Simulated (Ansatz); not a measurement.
Reaction (SMILES): [CH3][Ge]([Br])([Br])[Br] + 4 [H][H] (H2) → 3 Br (HBr) + C (CH4) + [GeH4] (GeH4)
Geometries: B3LYP-D3(BJ)/def2-TZVP minima from Ansatz (a quantum-chemistry and plane-wave program).

Quantity: energy of full hydrogenation (electronic energy difference), in kcal/mol. Correlated levels leave the core frozen unless marked. No spin-orbit coupling. Frozen are the shells of the preceding noble gas and the d and f shells that filled before the atom's block. Non-relativistic. CBS(X,Y): correlation extrapolated as X^-3; Hartree-Fock from the larger set.

CCSD(T)/CBS(cc-pVTZ,cc-pVQZ) (Ansatz) gives 42.3 kcal/mol.

### Question
Another calculation gave 37.6 kcal/mol. Which level was it?
A) PBE-QIDH/def2-TZVPD (Ansatz)
B) wB97M-V/def2-TZVPD (Ansatz)
C) LC-wPBE/def2-TZVPD (Ansatz)
D) revPBE/def2-TZVPD (Ansatz)

### Answer
B, wB97M-V/def2-TZVPD (Ansatz). The others give 41.1 (PBE-QIDH), 34.9 (revPBE), 29.2 (LC-wPBE) kcal/mol.
